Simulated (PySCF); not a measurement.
C5H9OS (doublet state).
Z-matrix (Å and degrees, GFN2-xTB geometry), rows numbered from 1:
```
C 
C   1  1.3968
S   2  2.0517  1  111.56
C   3  1.7998  2  100.72  1   -46.95
C   2  1.5063  1  118.67  3  -103.73
C   5  1.5048  2  114.42  1  -154.17
O   5  1.2089  2  121.95  1    25.75
H   1  1.0735  2  121.47  3   -94.31
H   1  1.0754  2  119.77  3    80.24
H   2  1.0855  1  116.97  3   111.26
H   4  1.0863  3  109.91  2    76.81
H   4  1.0857  3  106.35  2  -163.69
H   4  1.0893  3  108.92  2   -45.39
H   6  1.0867  5  109.83  2  -170.64
H   6  1.0894  5  108.59  2    70.09
H   6  1.0867  5  110.69  2   -48.88
```

The hyperfine couplings belong to this conformer and change with its torsions.

The species is `[CH2][C@H](SC)C(C)=O` [radical].

Theory: UKS B3LYP, pcH-1 on C H O S, non-relativistic, mean-field spin-orbit, GIAO (PySCF 2.14.0). Isolated species at its GFN2-xTB geometry (one conformer only). The geometry wasn't refined by DFT: couplings that depend on bond lengths, twists or pyramidal angles can differ widely from those at the functional's own minimum. The SCF solution wasn't tested for stability.

Task: What is the g tensor, term by term?

Result: 
```json
{"Δg (ppt)": "relativistic mass correction", "1": "-0.18", "2": "-0.18", "3": "-0.18"}
{"Δg (ppt)": "gauge correction", "1": "0.01", "2": "0.02", "3": "0.01"}
{"Δg (ppt)": "orbital Zeeman/spin–orbit", "1": "0.13", "2": "3.20", "3": "10.00"}
{"Δg (ppt)": "total", "1": "-0.04", "2": "3.03", "3": "9.83"}
```

So g = 2.00228, 2.00535, 2.01215 and g_iso = 2.00660; the tensor is rhombic: the two nearest values differ by 31 % of g3 − g1. Axes: g1 points within 11° of the C2–S3 bond, g2 points within 14° of the C2–C5 bond and g3 points within 9° of the S3–C4 bond.

Task: What effective moment and Curie constant follow for a powder?

Result: With the mean of g² = 4.0264 and S(S+1) = 0.75: μ_eff = √(⟨g²⟩S(S+1)) = 1.738 μB and χT = 0.12505·⟨g²⟩·S(S+1) = 0.378 cm³ K/mol (cgs; spin-Hamiltonian part alone).

Task: What are the electron Larmor frequencies g μB B/h along the three axes at 3350 mT?

Result: 93.8818, 94.0259, 94.3446 GHz for g1, g2 and g3, a range of 462.8 MHz.

Task: In a frozen sample, at which fields do the three g values resonate at 9.5, 34, 94 and 263 GHz (hyperfine left aside), and which band first spreads them over more than twice a line width of 0.3 mT?

Result: 
```csv
band,GHz,B(g3) mT,B(g2) mT,B(g1) mT,spread mT
X,9.5,337.33,338.47,338.99,1.66
Q,34.0,1207.28,1211.37,1213.23,5.95
W,94.0,3337.76,3349.08,3354.22,16.45
J,263.0,9338.64,9370.29,9384.67,46.03
```

The spread grows in proportion to the frequency. X band is the first where it exceeds 0.6 mT.

The largest Mulliken spin populations are on C1 (+0.88), S3 (+0.31) and C2 (-0.14). The positive populations add up to 1.23 and the negative ones to -0.23, together 2S = 1. The angles at C1 add up to 359.8°, so it is planar; its axial dipolar tensor and the negative couplings of its protons fit spin in a p orbital normal to that plane.

The HOMO–LUMO gaps are 4.93 eV among the α and 3.46 eV among the β orbitals.

Hardware: one thread of an Arm Neoverse V1 (shared host). Cost: 82 s wall (with the writing of density and orbital grids), 1.1 GiB resident at most.
